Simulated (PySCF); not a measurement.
**A survey of ¹⁷O NMR shifts**

- shieldings: GIAO PBE0/pcSseg-1
- GFN2-xTB structure
- code: PySCF
- one computed conformer, rapidly exchanging positions averaged, relativity neglected, no solvent

Shieldings were converted by a linear fit to measured shifts: ¹⁷O (scatter 10.7 ppm rms, 12.2 ppm with the 3 outliers that the fit left out vs liquid water, solution or neat liquid). A few per cent of atoms miss by over 2 rms, more outside the fitted compound classes.

Task: Give the ¹⁷O shifts of `COc1pcc(C)s1`, `COCC(C)C`.

Result: 
| compound | environment | δ (ppm) |
| --- | --- | --- |
| COc1pcc(C)s1 | ether oxygen | 91.0 |
| COCC(C)C | ether oxygen | -13.5 |

Task: Match the shifts 582.4, 290.7, 141.4, 64.7, 2.3 ppm to `N#CC[C@]1([SiH3])C=CO[SiH2]1`, `CSc1nnsc1C=O`, `CCCCCO`, `CSc1coc(C)p1`, `C=C(CCN)OC(F)F`.

Result: 582.4: CSc1nnsc1C=O (aldehyde oxygen); 290.7: CSc1coc(C)p1 (aromatic ring oxygen); 141.4: C=C(CCN)OC(F)F (ether oxygen); 64.7: N#CC[C@]1([SiH3])C=CO[SiH2]1 (oxygen bonded to C, Si, in a 5-membered ring); 2.3: CCCCCO (alcohol oxygen).
